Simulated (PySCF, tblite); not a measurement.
Compound: C8H11FP (charge +1).
Structure used (GFN2-xTB), in Å, numbered top down from 1:
```
atom  x, y, z in Å
C1    -2.131   -1.297    0.921
P2    -1.429   -0.277   -0.393
C3    -2.259    1.326   -0.449
C4     0.348   -0.101   -0.223
C5     1.199   -0.581   -1.219
C6     2.565   -0.441   -1.080
C7     3.063    0.180    0.058
F8     4.377    0.316    0.194
C9     2.230    0.664    1.059
C10    0.866    0.521    0.915
H11   -1.963   -0.814    1.885
H12   -3.202   -1.423    0.765
H13   -1.647   -2.275    0.927
H14   -1.653   -0.915   -1.595
H15   -3.330    1.188   -0.598
H16   -2.093    1.854    0.492
H17   -1.852    1.924   -1.266
H18    0.792   -1.061   -2.098
H19    3.248   -0.802   -1.833
H20    2.659    1.139    1.927
H21    0.203    0.892    1.684
```

Computed geometry: GFN2-xTB, gas phase.

Take the most abundant isotopes and a rigid rotor. The values belong to one conformer with, in the numbering `[CH3:1][PH+:2]([CH3:3])[c:4]1[cH:5][cH:6][c:7]([F:8])[cH:9][cH:10]1`, C1–P2–C4–C5 118°.

(1) Give the principal moments of inertia and the rotational constants in MHz.

(2) What kind of rotor is it?

(3) What does the inertial defect say?

Answers

(1) Ia = 177.43, Ib = 890.28, Ic = 921.81 u·Å²; 505379 MHz·u·Å²/I gives A = 2848, B = 567.7, C = 548.2 MHz.

(2) A near-prolate asymmetric top: κ = (2 × 567.7 − 2848 − 548.2)/(2848 − 548.2) = -0.98.

(3) Not planar: Δ = Ic − Ia − Ib = -145.89 u·Å². For a rigid frame Δ = −2 Σ m c², so Σ m c² = 72.95 u·Å² lies off the ab plane: 20.28 from hydrogen and 52.67 from heavier atoms. The atom farthest from that plane is 2.37 Å away.

Its GFN2-xTB frequencies are all real (lowest 23 cm⁻¹). Constants of a rigid frame at the computed geometry: no zero-point averaging, no centrifugal distortion.
